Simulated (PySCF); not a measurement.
## A ladder of Hamiltonians for Pm⁵⁵⁺ (promethium, charge +55)

Occupied: 1s1/2, 2s1/2, 2p1/2. Hartree-Fock calculated with PySCF 2.14 in an even-tempered Gaussian basis (16 s from 12 bohr⁻², ratio 2.7; 13 p from 14 bohr⁻², ratio 2.7), Gaussian nucleus throughout. NR is non-relativistic, sf-X2C the spin-free one-electron X2C Hamiltonian, X2C adds the bare one-electron spin-orbit term, X2C-SNSO screens it by Boettger's factors, DC is four-component Dirac-Coulomb, and the Gaunt and Breit terms are added at first order (total energies over the DC spinors, levels after relaxing the spinors in that mean field). QED terms are absent. Levels marked empty are virtual spinors of this ion.

```json
{"level (eV)": "1s1/2", "X2C": "-50720.8", "X2C-SNSO": "-50722.2"}
{"level (eV)": "2s1/2", "X2C": "-12033.7", "X2C-SNSO": "-12034.1"}
{"level (eV)": "2p1/2", "X2C": "-11851.0", "X2C-SNSO": "-11834.9"}
{"level (eV)": "2p3/2 (empty)", "X2C": "-10942.4", "X2C-SNSO": "-10948.7"}
{"level (eV)": "3s1/2 (empty)", "X2C": "-5017.7", "X2C-SNSO": "-5017.8"}
```

Q: Where do the four-component calculations put these levels?

A: 1s1/2: DC -50757.2, DC+Gaunt -50646.0, DC+Breit -50649.6; 2s1/2: DC -12038.7, DC+Gaunt -12027.5, DC+Breit -12028.5; 2p1/2: DC -11839.2, DC+Gaunt -11815.8, DC+Breit -11818.6; 2p3/2 (empty): DC -10949.4, DC+Gaunt -10938.0, DC+Breit -10940.7; 3s1/2 (empty): DC -5019.0, DC+Gaunt -5015.8, DC+Breit -5016.2 (eV).

| Hamiltonian | E (hartree) | E − E(DC) (hartree) | CPU seconds |
| --- | --- | --- | --- |
| X2C | -5697.2113 | 1.0767 | 0.2 |
| X2C-SNSO | -5696.0119 | 2.2761 | 0.2 |
| DC | -5698.2880 | 0.0000 | 7 |
| DC+Gaunt | -5692.7551 | 5.5329 | 14 |
| DC+Breit | -5693.0416 | 5.2464 | 41 |

Weight of the small component: 1s1/2 0.0515, 2s1/2 0.0122, 2p1/2 0.0121, 2p3/2 0.0113, 3s1/2 0.00504.

Koopmans' value for the highest occupied level at DC+Breit: 11818.6 eV, against an ionisation energy of 11819 ± 5 eV (theoretical estimate listed by NIST; NIST Atomic Spectra Database, ionization energies); the former lacks relaxation, correlation, QED and recoil.

The whole ladder took 64 s of wall time on 1 thread of Neoverse-V1 (shared host), launched as `OMP_NUM_THREADS=1 python relrun2.py TASK.json OUT` (a driver that calls PySCF for each Hamiltonian).

Dirac-Coulomb iterations, started from the X2C spinors:

```
with_ssss True, with_gaunt False, with_breit False
light speed = 137.03599967994
init E= -5664.22575706875
cycle= 1 E= -5698.28773124266  delta_E= -34.1  |g|=  1.7  |ddm|= 0.0999
cycle= 2 E= -5698.28800932903  delta_E= -0.000278  |g|= 0.00594  |ddm|= 0.00155
cycle= 3 E= -5698.28800934609  delta_E= -1.71e-08  |g|= 5.76e-05  |ddm|= 2.48e-05
```
